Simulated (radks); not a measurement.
All-electron atom: Cu III in [Ar] 3d9.

Calculated with a radial shooting solver on a logarithmic mesh with Libxc functionals: Dirac Kohn-Sham, LDA (Slater exchange, Perdew-Wang correlation), spin-unpolarised, spherical densities, finite nucleus; open shells are shared between the two j in proportion to 2j + 1; Fermi nuclear charge, rms radius 3.8823 fm.

Energy parts (eV):
total: -44931.489
kinetic: 45692.415
electron-nucleus: -107701.925
Hartree: 18826.761
exchange-correlation: -1748.740

Orbitals (lengths in bohr, moments of r in powers of bohr):
| orbital | occ. | eigenvalue (eV) | <r^4> |
|---|---|---|---|
| 1s1/2 | 2 | -8856.765 | 0.00003456 |
| 2s1/2 | 2 | -1085.833 | 0.007460 |
| 2p1/2 | 2 | -955.6048 | 0.005353 |
| 2p3/2 | 4 | -935.1567 | 0.005649 |
| 3s1/2 | 2 | -139.7613 | 0.5592 |
| 3p1/2 | 2 | -99.3111 | 0.7374 |
| 3p3/2 | 4 | -96.6955 | 0.7810 |
| 3d3/2 | 3.6 | -30.1648 | 3.175 |
| 3d5/2 | 5.4 | -29.8631 | 3.265 |

The highest occupied level is 3d5/2 at -29.863 eV. The density falls to 0.001 e/bohr^3 at r = 2.92 bohr. For comparison, the ionisation energy in NIST's Atomic Spectra Database is 36.84 eV (measured). In exact Kohn-Sham theory the highest level is minus the ionisation energy, but local and semilocal functionals leave it too shallow, through self-interaction and a potential that decays too fast; potentials with the right tail come closer. Summed over all electrons, <r^2> = 15.60 bohr^2, which gives a Langevin (diamagnetic) susceptibility term of -12.4 x 10^-6 cm^3/mol.

Beside tabulated values, note that spin-unpolarised runs miss the spin-polarisation part of the exchange energy of open shells.
